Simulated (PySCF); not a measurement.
**UHF on Ni²⁺ (nickel, charge +2)**

Configuration: [Ar] 3d7 4p1, one real determinant (an excited configuration). Calculation: PySCF 2.14, in x2c-QZVPPall with one added diffuse shell each of s, p, d, f, g type (12s8p7d5f3g, 133 functions); scalar relativity by spin-free X2C-1e.

- Total energy: -1517.846091 hartree
- One-electron energy: -2080.0186 hartree
- Hartree (Coulomb) energy: 624.0392 hartree
- Exchange energy: -61.8667 hartree
- ⟨S²⟩: 6.0028
- ⟨L²⟩: 13.957
- Sum of ⟨r⟩: 16.95 bohr
- Sum of ⟨r²⟩: 21.45 bohr²
- Traceless quadrupole moment −½Σ⟨3z² − r²⟩ along its main axis: -3.39 e·bohr²
- Langevin diamagnetic susceptibility: -17.0 ×10⁻⁶ cm³/mol

```tsv
shell	electrons	mean orbital energy (eV)	spread (eV)	rms radius, mean of both spins (bohr)
1s α	1	-8432.1	0	0.0624
1s β	1	-8432.0	0	0.0624
2s α	1	-1082.4	0	0.265
2s β	1	-1079.2	0	0.265
2p α	3	-931.69	0.351	0.238
2p β	3	-928.44	0.138	0.238
3s α	1	-169.08	0	0.789
3s β	1	-160.54	0	0.789
3p α	3	-123.47	0.603	0.835
3p β	3	-113.20	0.816	0.835
3d α	5	-49.547	1.757	0.998
3d β	2	-45.456	0.244	0.998
4p α	1	-20.769	0	2.93
```

⟨L²⟩ = 13.96 against 20 for a pure G term, so this real determinant mixes terms.

Densities and radii are taken from the X2C orbitals without a picture-change correction, which distorts them close to the nucleus.

Spin-orbit constants ζ (cm⁻¹) from the X2C one-electron operator on these orbitals: bare nucleus, nucleus screened by l(l+1)(2l+1)/3 electrons, and screened by the Breit-Pauli mean field of the electrons.

| shell | bare | screened nucleus | mean field |
| --- | --- | --- | --- |
| 2p | 98420 | 91390 | n/a |
| 3p | 12590 | 11690 | n/a |
| 3d | 1274 | 818.9 | n/a |
| 4p | 818.1 | 759.7 | n/a |

To first order the Landé constant is A = -106.1 cm⁻¹, so the lowest level has J = 6 and lies 0.105 eV below the centre of the term. This holds in LS coupling only.
